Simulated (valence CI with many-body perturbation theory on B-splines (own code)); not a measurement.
Values are calculated unless marked as measured or tabulated.
Energy levels of Tc XXXVII

Level of theory: valence CI with perturbative core correlation (CI+MBPT): five valence electrons over a frozen Dirac-Fock core [He], a basis of 11 s, 11 p, 10 d, 8 f, 5 g, 2 h functions for each j, with the one-electron correlation potential Σ1 (screened to all orders), the two-electron term Σ2, the three-electron term Σ3, Breit, model QED; selected single and double excitations, second order for the rest, scaled by the run's own slope (own B-spline code, finite nucleus).

No measured spectrum was set against this ion. As an estimate, large intervals hold to a few tenths of a per cent, small ones and those within an open d or f shell to about a per cent. Among the levels kept, up to 11000 cm⁻¹ of a level comes from second order outside the variational space, and about a tenth of that is noise between levels of different J, which matters for small intervals.

Levels 91 to 135 of 203, with energies above the lowest level, (2s^2 2p1/2^2 2p3/2) J=3/2. "Leading %" is the weight of the configuration and term that name the level; weights of strongly mixed levels are sums over their largest components and can fall short. In the jj column 3d3/2^4 stands for four electrons in 3d with j = 3/2.

```
No.  Configuration  Term    J  E (Ry)  Leading %                     Leading jj    Second component
 91     2s2.2p2.3d    2F  7/2  234.91         48      2s^2 2p3/2^2 3d3/2 (92 %)  35 % 2s2.2p2.3d 2G
 92      2s.2p3.3d   4D°  5/2  235.43         42  2s 2p1/2^2 2p3/2 3d5/2 (85 %)  18 % 2s.2p3.3d 2D°
 93      2s.2p3.3p    6P  3/2  235.46         27  2s 2p1/2 2p3/2^2 3p1/2 (89 %)   19 % 2s.2p3.3p 4D
 94     2s2.2p2.3d    2S  1/2  235.59         46      2s^2 2p3/2^2 3d5/2 (62 %)  31 % 2s2.2p2.3d 4P
 95      2s.2p3.3d   4D°  3/2  235.62         43  2s 2p1/2^2 2p3/2 3d5/2 (77 %)  14 % 2s.2p3.3d 2D°
 96      2s.2p3.3s   4P°  1/2  235.83         80     2s 2p1/2 2p3/2^2 3s (94 %)  10 % 2s.2p3.3s 2P°
 97      2s.2p3.3p    4F  5/2  236.05         25  2s 2p1/2 2p3/2^2 3p1/2 (88 %)   18 % 2s.2p3.3p 4D
 98     2s2.2p2.3d    2P  3/2  236.07         55      2s^2 2p3/2^2 3d5/2 (80 %)  15 % 2s2.2p2.3d 4P
 99      2s.2p3.3d   4D°  7/2  236.07         47  2s 2p1/2^2 2p3/2 3d5/2 (62 %)  27 % 2s.2p3.3d 2F°
100     2s2.2p2.3d    2D  5/2  236.32         62      2s^2 2p3/2^2 3d5/2 (88 %)  22 % 2s2.2p2.3d 2F
101      2s.2p3.3d   4D°  1/2  236.47         59  2s 2p1/2^2 2p3/2 3d5/2 (78 %)  21 % 2s.2p3.3d 2P°
102      2s.2p3.3s   4P°  3/2  236.65         31     2s 2p1/2 2p3/2^2 3s (91 %)  24 % 2s.2p3.3s 4S°
103      2s.2p3.3s   2S°  1/2  236.93         37     2s 2p1/2 2p3/2^2 3s (88 %)  31 % 2s.2p3.3s 4D°
104     2s2.2p2.3d    2D  3/2  237.31         82      2s^2 2p3/2^2 3d3/2 (82 %)   5 % 2s2.2p2.3d 4F
105      2s.2p3.3s   2D°  5/2  237.41         71     2s 2p1/2 2p3/2^2 3s (88 %)  13 % 2s.2p3.3s 4D°
106      2s.2p3.3s   2D°  3/2  237.45         76     2s 2p1/2 2p3/2^2 3s (91 %)  10 % 2s.2p3.3s 4S°
107      2s.2p3.3p    4F  7/2  237.51         43  2s 2p1/2 2p3/2^2 3p1/2 (94 %)   29 % 2s.2p3.3p 2F
108     2s2.2p2.3d    2D  5/2  237.56         67      2s^2 2p3/2^2 3d5/2 (93 %)  13 % 2s2.2p2.3d 2F
109      2s.2p3.3s   2P°  3/2  237.67         33     2s 2p1/2 2p3/2^2 3s (88 %)  28 % 2s.2p3.3s 4S°
110      2s.2p3.3d   4G°  5/2  237.71         35  2s 2p1/2^2 2p3/2 3d3/2 (92 %)  24 % 2s.2p3.3d 2F°
111      2s.2p3.3d   2D°  3/2  237.88         29  2s 2p1/2^2 2p3/2 3d3/2 (76 %)  18 % 2s.2p3.3d 4F°
112      2s.2p3.3p    4D  5/2  238.15         35  2s 2p1/2 2p3/2^2 3p3/2 (88 %)   19 % 2s.2p3.3p 4P
113      2s.2p3.3p    6P  7/2  238.16         33  2s 2p1/2 2p3/2^2 3p3/2 (87 %)   24 % 2s.2p3.3p 4F
114      2s.2p3.3d   2P°  1/2  238.16         37  2s 2p1/2^2 2p3/2 3d3/2 (84 %)  26 % 2s.2p3.3d 4D°
115      2s.2p3.3s   2P°  1/2  238.34         70     2s 2p1/2 2p3/2^2 3s (87 %)  15 % 2s.2p3.3s 2S°
116      2s.2p3.3p    4P  1/2  238.55         48  2s 2p1/2 2p3/2^2 3p3/2 (85 %)   27 % 2s.2p3.3p 2P
117      2s.2p3.3d   2F°  7/2  238.56         23  2s 2p1/2^2 2p3/2 3d5/2 (92 %)  18 % 2s.2p3.3d 4G°
118      2s.2p3.3p    4P  5/2  238.66         65  2s 2p1/2 2p3/2^2 3p1/2 (92 %)   22 % 2s.2p3.3p 2D
119      2s.2p3.3d   2D°  5/2  239.07         22  2s 2p1/2^2 2p3/2 3d5/2 (87 %)  18 % 2s.2p3.3d 4F°
120      2s.2p3.3d   4D°  3/2  239.26         27  2s 2p1/2^2 2p3/2 3d5/2 (88 %)  18 % 2s.2p3.3d 2P°
121      2s.2p3.3p    4P  3/2  239.55         41  2s 2p1/2 2p3/2^2 3p3/2 (88 %)   22 % 2s.2p3.3p 2D
122      2s.2p3.3p    4D  1/2  239.56         66  2s 2p1/2 2p3/2^2 3p1/2 (93 %)   23 % 2s.2p3.3p 2P
123      2s.2p3.3p    4F  9/2  239.99         99  2s 2p1/2 2p3/2^2 3p3/2 (99 %)                    
124      2s.2p3.3p    4D  7/2  240.05         60  2s 2p1/2 2p3/2^2 3p3/2 (98 %)   38 % 2s.2p3.3p 2F
125      2s.2p3.3p    2P  3/2  240.14         36  2s 2p1/2 2p3/2^2 3p1/2 (63 %)   21 % 2s.2p3.3p 2D
126      2s.2p3.3p    4P  1/2  240.31         53  2s 2p1/2 2p3/2^2 3p1/2 (92 %)   21 % 2s.2p3.3p 2P
127      2s.2p3.3p    2P  3/2  240.46         43  2s 2p1/2 2p3/2^2 3p3/2 (59 %)   25 % 2s.2p3.3p 4P
128      2s.2p3.3p    2F  5/2  240.84         53  2s 2p1/2 2p3/2^2 3p1/2 (88 %)   15 % 2s.2p3.3p 2D
129      2s.2p3.3p    2P  3/2  241.24         41  2s 2p1/2 2p3/2^2 3p1/2 (82 %)   20 % 2s.2p3.3p 4D
130      2s.2p3.3p    2D  5/2  241.37         65  2s 2p1/2 2p3/2^2 3p3/2 (96 %)   21 % 2s.2p3.3p 4P
131      2s.2p3.3d   4D°  3/2  242.15         32  2s 2p1/2 2p3/2^2 3d3/2 (89 %)  28 % 2s.2p3.3d 6D°
132      2s.2p3.3d   4F°  5/2  242.22         34  2s 2p1/2 2p3/2^2 3d3/2 (81 %)  28 % 2s.2p3.3d 6D°
133      2s.2p3.3d   6D°  1/2  242.26         30  2s 2p1/2 2p3/2^2 3d3/2 (87 %)  24 % 2s.2p3.3d 4D°
134      2s.2p3.3p    4P  3/2  242.31         36  2s 2p1/2 2p3/2^2 3p1/2 (52 %)   23 % 2s.2p3.3p 2D
135      2s.2p3.3p    4P  1/2  242.35         41  2s 2p1/2 2p3/2^2 3p1/2 (84 %)   27 % 2s.2p3.3p 2S
```
